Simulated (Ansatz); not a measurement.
```xyz
6

O    -1.3396   -0.1445    0.0000
H    -1.7527    0.6381    0.0000
H    -0.4747    0.0808    0.0000
O     1.2636    0.1489    0.0000
H     1.4176   -0.3771   -0.6978
H     1.4176   -0.3771    0.6978
```

Basis set: cc-pVDZ (spherical functions). Correlated methods keep 2 orbitals frozen. Charge 0, multiplicity 1.

Computed with Ansatz (development build ahead of 0.2.0); each method stands on the lowest determinant of its kind that the runs found. Restricted open shells among the atoms or ions are ROHF, correlated in semicanonical orbitals with singles.

Question: Give the atomization energy at this shape (free ground-state atoms in the same class of orbitals less the molecule, no zero-point energy) of singlet H4O2 by RHF-MP2, RHF.

Answer:

```csv
method,atomization energy
RHF-MP2,409.85 kcal/mol
RHF,294.01 kcal/mol
```

Caution: no unrestricted run beside it, a lower state can exist; the shape is not the minimum.
